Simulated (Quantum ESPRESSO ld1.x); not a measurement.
Task: These are the eigenvalues of the occupied orbitals of an atom or ion with whole-number occupations (eV). Calculated with ld1.x of Quantum ESPRESSO 7.5: scalar-relativistic Kohn-Sham, LDA (Slater exchange, Perdew-Wang correlation), spin-polarised, spherical densities, point nucleus.

orbital  eigenvalue
1s up      -53617.8
1s down    -53617.7
2s up      -8933.33
2s down    -8933.25
2p up      -7930.08
2p down    -7930.03
3s up      -1991.99
3s down    -1990.39
3p up      -1684.04
3p down    -1682.44
3d up      -1287.12
3d down    -1285.87
4s up      -398.398
4s down    -395.005
4p up      -296.958
4p down    -293.610
4d up      -158.820
4d down    -155.544
5s up      -54.4933
5s down    -52.7928
5p up      -30.7199
5p down    -29.4007
4f up       -9.1306
6s up       -7.6253
4f down     -6.2936
5f up       -0.4555

Which element is it, and in what charge state? The configuration may be excited. Open shells, if any, are filled with parallel spins first.

Result: Z = 66, dysprosium, charge 0: Dy in [Xe] 4f10 6s1 5f1. The list shows which subshells hold electrons but not how many an open one holds; the 1s level, -1970.4 hartree, gives Z - s = 62.8 by -(Z - s)^2/2, which with screening and relativity narrows Z to a few neighbours, and the depths of the outer levels then fix element, charge and occupations together.
